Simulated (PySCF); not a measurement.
## Mayer bond orders and bond lengths

C5H6F2OSi.
Atom-mapped SMILES: `[F:1][CH2:2][C:3]1=[CH:4][Si@@H:5]([F:6])[CH:7]=[CH:8][O:9]1` (hydrogens: H10, H11 on C2; H12 on C4; H13 on Si5; H14 on C7; H15 on C8)

Structure used (GFN2-xTB), in Å, numbered top down from 1:
```xyz
15
C5H6F2OSi angstrom
F     -3.0127   -0.9447   -0.2946
C     -2.3837    0.1389    0.2483
C     -0.8811    0.0416    0.1098
C     -0.2481   -0.9505   -0.5187
Si     1.6097   -1.0012   -0.6292
F      2.0978   -0.9627   -2.1738
C      1.9869    0.6124    0.2244
C      1.0071    1.3602    0.7304
O     -0.3246    1.1212    0.7249
H     -2.6660    0.1850    1.3068
H     -2.7617    1.0294   -0.2680
H     -0.8665   -1.7207   -0.9520
H      2.2615   -2.1905   -0.1006
H      2.9920    0.9871    0.3338
H      1.1852    2.3026    1.2365
```

Bond orders from the PBE0/pcSseg-1 density (PySCF). One conformer (not necessarily the lowest) at the GFN2-xTB geometry, without solvent, vibrations or thermal averaging.

Task: How far do the computed orders between heavy atoms stray from the drawn ones?

Result: The largest departure is 0.228, at C3–C4 (drawn double, 1.772).

Task: Give the Mayer order of every bond, beside its length.

Result: 
```tsv
bond	drawn as	length (Å)	Mayer order
F1–C2	single	1.365	0.916
C2–C3	single	1.512	1.002
C3–C4	double	1.334	1.772
C4–Si5	single	1.862	0.896
Si5–F6	single	1.620	0.940
Si5–C7	single	1.864	0.890
C7–C8	double	1.332	1.830
C8–O9	single	1.353	1.032
O9–C3	single	1.361	0.976
C2–H10	single	1.096	0.937
C2–H11	single	1.097	0.936
C4–H12	single	1.079	0.925
Si5–H13	single	1.456	0.919
C7–H14	single	1.078	0.935
C8–H15	single	1.084	0.972
```

Bonds between the same two heavy elements. C–C: lowest C2–C3 (1.002, 1.512 Å), highest C7–C8 (1.830, 1.332 Å). C–Si: all 2 within 0.02 of one another (0.890 to 0.896). C–O: lowest O9–C3 (0.976, 1.361 Å), highest C8–O9 (1.032, 1.353 Å).

Task: Sum the orders of all bonds at each heavy atom with more than one neighbour and set the sums beside the valence in the SMILES.

Result: C2 3.791 (drawn 4), C3 3.750 (drawn 4), C4 3.593 (drawn 4), Si5 3.645 (drawn 4), C7 3.655 (drawn 4), C8 3.834 (drawn 4), O9 2.008 (drawn 2). Orders between atoms that aren't bonded are not in these sums.

Mayer orders depend on the basis set.
